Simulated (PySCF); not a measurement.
H9N3Si2, SMILES N[SiH2]N[SiH2]N.

The structure is a stationary point at B3LYP-D3(BJ)/def2-SVP. One conformer was computed; it need not be the lowest.

All values below come from TDA-PBE/def2-SVPD (PySCF).

Vertical excitations. Gas-phase values at a fixed geometry. State labels are in the subgroup Cs.

```json
[
 {"state": "S1", "symmetry": "A\"", "energy (eV)": "5.61", "λ (nm)": "221", "f": "0.005", "main pairs": "HOMO→LUMO 98 %"},
 {"state": "S2", "symmetry": "A'", "energy (eV)": "5.69", "λ (nm)": "218", "f": "0.014", "main pairs": "HOMO−1→LUMO 94 %"},
 {"state": "S3", "symmetry": "A'", "energy (eV)": "5.89", "λ (nm)": "211", "f": "0.015", "main pairs": "HOMO→LUMO+1 92 %"},
 {"state": "S4", "symmetry": "A\"", "energy (eV)": "5.92", "λ (nm)": "209", "f": "0.091", "main pairs": "HOMO−1→LUMO+1 98 %"},
 {"state": "S5", "symmetry": "A'", "energy (eV)": "6.12", "λ (nm)": "203", "f": "0.024", "main pairs": "HOMO−2→LUMO 94 %"},
 {"state": "S6", "symmetry": "A\"", "energy (eV)": "6.17", "λ (nm)": "201", "f": "0.020", "main pairs": "HOMO→LUMO+2 88 %"},
 {"state": "S7", "symmetry": "A'", "energy (eV)": "6.20", "λ (nm)": "200", "f": "0.016", "main pairs": "HOMO−1→LUMO+2 96 %"},
 {"state": "S8", "symmetry": "A\"", "energy (eV)": "6.39", "λ (nm)": "194", "f": "0.066", "main pairs": "HOMO−2→LUMO+1 88 %"},
 {"state": "S9", "symmetry": "A\"", "energy (eV)": "6.68", "λ (nm)": "186", "f": "0.000", "main pairs": "HOMO→LUMO+3 100 %"},
 {"state": "S10", "symmetry": "A'", "energy (eV)": "6.69", "λ (nm)": "185", "f": "0.013", "main pairs": "HOMO−2→LUMO+2 92 %"},
 {"state": "T1", "symmetry": "A\"", "energy (eV)": "5.45", "λ (nm)": "227", "f": "0", "main pairs": "HOMO→LUMO 96 %"},
 {"state": "T2", "symmetry": "A'", "energy (eV)": "5.46", "λ (nm)": "227", "f": "0", "main pairs": "HOMO−1→LUMO 95 %"},
 {"state": "T3", "symmetry": "A'", "energy (eV)": "5.71", "λ (nm)": "217", "f": "0", "main pairs": "HOMO→LUMO+1 83 %"},
 {"state": "T4", "symmetry": "A\"", "energy (eV)": "5.78", "λ (nm)": "215", "f": "0", "main pairs": "HOMO−1→LUMO+1 87 %"}
]
```
Triplets are in the Tamm–Dancoff approximation.
